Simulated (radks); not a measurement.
Results of a calculation; reference values are marked as such.
Question: All-electron atom: Ge14+ in [Ar]. Code: a radial shooting solver on a logarithmic mesh with Libxc functionals. Model: scalar-relativistic Kohn-Sham, BLYP, spin-polarised, spherical densities, finite nucleus; Fermi nuclear charge, rms radius 4.0742 fm. Some entries of the table are withheld. Estimate them.

| orbital | occ. | eigenvalue (Ry) | <r^2> (bohr^2) | <1/r> (bohr^-1) |
|---|---|---|---|---|
| 1s | 2 | -839.9269 | (1) | 32.37 |
| 2s | 2 | -135.4029 | (2) | (3) |
| 2p | 6 | -122.7637 | 0.04084 | 6.988 |
| 3s | 2 | -41.50809 | (4) | 2.607 |
| 3p | 6 | -37.52264 | (5) | 2.509 |

Answer: 
(1) 1s <r^2> (bohr^2): 0.002975
(2) 2s <r^2> (bohr^2): 0.05144
(3) 2s <1/r> (bohr^-1): 7.137
(4) 3s <r^2> (bohr^2): 0.3499
(5) 3p <r^2> (bohr^2): 0.3490
